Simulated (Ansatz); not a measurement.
```yaml
atoms:
  - { symbol: S, position_ang: [0.0000, 0.0000, 0.0000] }
  - { symbol: S, position_ang: [0.0000, 1.6380, 0.9959] }
  - { symbol: S, position_ang: [0.0000, -1.6380, 0.9959] }
```

Basis set: cc-pVDZ (spherical functions). Frozen core: 15 orbitals. Charge 0, multiplicity 1.

Computed with Ansatz (development build ahead of 0.2.0); the reference of a correlated method needn't be the lowest determinant of its kind. Restricted open shells among the atoms or ions are ROHF, correlated in semicanonical orbitals with singles.

(1) Give the atomization energy at this shape (free ground-state atoms in the same class of orbitals less the molecule, no zero-point energy) of singlet S₃ by RHF-CCSD(T), RHF-CCSD.

## Answers

(1)

| method | atomization energy |
| --- | --- |
| RHF-CCSD(T) | 120.07 kcal/mol |
| RHF-CCSD | 107.82 kcal/mol |

Caution: in another basis set an unrestricted determinant lies well below.
